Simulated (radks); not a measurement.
Cd IV, configuration [Ar] 3d10 4s1.75 4p6 4d9 5p0.25 (fractional occupations, a model configuration). Method: scalar-relativistic Kohn-Sham, r2SCAN, spin-unpolarised, spherical densities, finite nucleus; meta-GGA in the generalised Kohn-Sham scheme; Fermi nuclear charge, rms radius 4.6087 fm; computed with a radial shooting solver on a logarithmic mesh with Libxc functionals.

Normalised radial functions P(r) = r R(r), r in bohr:

r,4p
0.001049,0.0009
0.001211,0.0012
0.001399,0.0015
0.001615,0.0019
0.001851,0.0025
0.002137,0.0032
0.002468,0.0041
0.002851,0.0053
0.003292,0.0069
0.003802,0.0089
0.004391,0.0115
0.005071,0.0148
0.00581,0.0187
0.00671,0.0240
0.007749,0.0308
0.00895,0.0393
0.01034,0.0501
0.01194,0.0634
0.01379,0.0799
0.01592,0.1000
0.01824,0.1227
0.02106,0.1511
0.02433,0.1840
0.0281,0.2212
0.03245,0.2618
0.03747,0.3043
0.04328,0.3460
0.04998,0.3829
0.05726,0.4083
0.06613,0.4191
0.07637,0.4058
0.0882,0.3610
0.1019,0.2789
0.1176,0.1572
0.1359,-0.0001
0.1569,-0.1814
0.1798,-0.3557
0.2076,-0.5162
0.2398,-0.6189
0.2769,-0.6322
0.3198,-0.5348
0.3693,-0.3236
0.4265,-0.0193
0.4926,0.3365
0.5643,0.6691
0.6517,0.9583
0.7527,1.1357
0.8692,1.1764
1.004,1.0893
1.159,0.9119
1.339,0.6928
1.546,0.4768
1.772,0.3042
2.046,0.1691
2.363,0.0826
2.729,0.0350
3.151,0.0126
3.64,0.0038
4.203,0.0009
4.854,0.0002
5.561,0.0000
6.423,0.0000
7.418,0.0000
8.566,0.0000

4p: eigenvalue -106.48 eV, 2 radial nodes at r = 0.136, 0.430 bohr, <r> = 0.951 bohr, 90 % of the charge inside 1.40 bohr.
